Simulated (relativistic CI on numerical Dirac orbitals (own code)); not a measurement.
Tl61+: q coefficients and field-shift factors

Computed by Dirac-Coulomb-Breit CI, separate exchange-only KLI orbitals for each configuration, derivatives by finite differences, unscaled Slater integrals, QED left out (own radial code, finite nucleus).

Configurations in the expansion (outside the closed core [Ne]): 3s²3p⁶3d², 3s²3p⁵3d³, 3s3p⁶3d³, 3s²3p⁶3d4s, 3s²3p⁶3d4p, 3s²3p⁶4s². Double excitations out of closed p, d and f shells are left out; levels of such configurations are missing from the list, as are those of other unlisted configurations, and high levels can miss mixing partners.

With x = (α/α₀)² − 1 an excitation energy changes as ω = ω₀ + qx; K = 2q/ω₀ is the relative enhancement. Terms are leading LS components, so labels can repeat. The field-shift factor is F = δν/δ⟨r²⟩ for the transition from the lowest level.

Lowest level 3s²3p⁶3d² ³F2.

```tsv
Level	ω₀ (cm⁻¹)	q (cm⁻¹)	F (GHz/fm²)
3s²3p⁶3d² ³P0	224101	25720	1.69
3s²3p⁶3d² ³F3	899397	951300	34.8
3s²3p⁶3d² ³P2	996218	952500	33.5
3s²3p⁶3d² ¹G4	1026998	950500	35.4
3s²3p⁶3d² ³P1	1043962	966600	33.4
3s²3p⁶3d² ³F4	1873176	1.898e+06	69.1
3s²3p⁶3d² ¹D2	1953776	1.914e+06	68.2
3s²3p⁶3d² ¹S0	2183590	1.913e+06	71.7
3s²3p⁵3d³ ³D°2	2491634	195800	39.8
3s²3p⁵3d³ ⁵D°1	2544466	223900	40.7
3s²3p⁵3d³ ³P°0	2577188	207800	40.6
3s²3p⁵3d³ ³F°3	2587251	188000	40.2
3s²3p⁵3d³ ⁵F°3	3304616	1.133e+06	73.5
```

At this charge energies of transitions that change n are usually good to better than 1 %, and those within a shell (Δn = 0) to a few per cent.

Q: Which transition from the lowest level has the largest |K|?

A: 3s²3p⁶3d² ³F3 at 899397 cm⁻¹, K = 2.12.
